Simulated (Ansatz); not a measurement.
Job for Ansatz (an electronic-structure program): R-wB97M-V/def2-TZVPP on CH4OTe (SMILES CO[TeH]), a point of a torsion scan. Elements past Kr take the def2 small-core potentials; no spin–orbit coupling.

Ansatz 0.2 input:
```yaml
crystal:
  periodic: [false, false, false]
  atoms:
    - {symbol: C, position_ang: [-0.83695604, -0.15340935, 0.11864862]}
    - {symbol: O, position_ang: [-0.26555038, 0.46229855, -1.00114829]}
    - {symbol: Te, position_ang: [-1.30410389, 1.82832451, -2.02502666]}
    - {symbol: H, position_ang: [-1.52064563, -0.95527592, -0.17481167]}
    - {symbol: H, position_ang: [-1.36451052, 0.54811556, 0.76781748]}
    - {symbol: H, position_ang: [-0.00799859, -0.59191197, 0.67817021]}
    - {symbol: H, position_ang: [-2.20337839, 0.71057648, -2.84263195]}
basis:
  gaussian:
    orbitals: def2-TZVPP
hamiltonian:
  xc: {name: wB97M-V}
scf: {lower_state_search: off}
```

Give the final energy of this run.

-383.6946 hartree.

How many basis functions does it have, and what does it roughly cost on one machine?

168 functions; around 5 core-seconds (rough).
